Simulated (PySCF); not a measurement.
## Radial density of Sb⁺ (antimony, charge +1)

PBE0, [Kr] 4d10 5s2 5p2, high-spin 3P determinant. Computed with PySCF 2.14 in cc-pVDZ-PP with ECP28MDF (4s3p2d, 23 functions), with a scalar-relativistic core potential. This is the valence pseudo-density: the core potential removes the inner electrons and smooths the orbitals near the nucleus.

```json
{"r (bohr)": "0.00494", "4πr²ρ (e/bohr)": "1.396e-05", "4πr²(ρα − ρβ)": "0.0000"}
{"r (bohr)": "0.00830", "4πr²ρ (e/bohr)": "3.864e-05", "4πr²(ρα − ρβ)": "0.0000"}
{"r (bohr)": "0.0140", "4πr²ρ (e/bohr)": "0.0001027", "4πr²(ρα − ρβ)": "0.0000"}
{"r (bohr)": "0.0235", "4πr²ρ (e/bohr)": "0.0002458", "4πr²(ρα − ρβ)": "0.0000"}
{"r (bohr)": "0.0395", "4πr²ρ (e/bohr)": "0.0004651", "4πr²(ρα − ρβ)": "0.0000"}
{"r (bohr)": "0.0665", "4πr²ρ (e/bohr)": "0.0008484", "4πr²(ρα − ρβ)": "0.0000"}
{"r (bohr)": "0.112", "4πr²ρ (e/bohr)": "0.005569", "4πr²(ρα − ρβ)": "0.0000"}
{"r (bohr)": "0.188", "4πr²ρ (e/bohr)": "0.07064", "4πr²(ρα − ρβ)": "0.0004"}
{"r (bohr)": "0.316", "4πr²ρ (e/bohr)": "1.192", "4πr²(ρα − ρβ)": "0.0092"}
{"r (bohr)": "0.532", "4πr²ρ (e/bohr)": "13.76", "4πr²(ρα − ρβ)": "0.1250"}
{"r (bohr)": "0.895", "4πr²ρ (e/bohr)": "22.28", "4πr²(ρα − ρβ)": "0.0232"}
{"r (bohr)": "1.51", "4πr²ρ (e/bohr)": "5.857", "4πr²(ρα − ρβ)": "0.4209"}
{"r (bohr)": "2.53", "4πr²ρ (e/bohr)": "1.909", "4πr²(ρα − ρβ)": "0.9333"}
{"r (bohr)": "4.26", "4πr²ρ (e/bohr)": "0.2264", "4πr²(ρα − ρβ)": "0.1761"}
{"r (bohr)": "7.16", "4πr²ρ (e/bohr)": "0.003048", "4πr²(ρα − ρβ)": "0.0029"}
```

Energies and moments cover only the electrons outside the core potential.
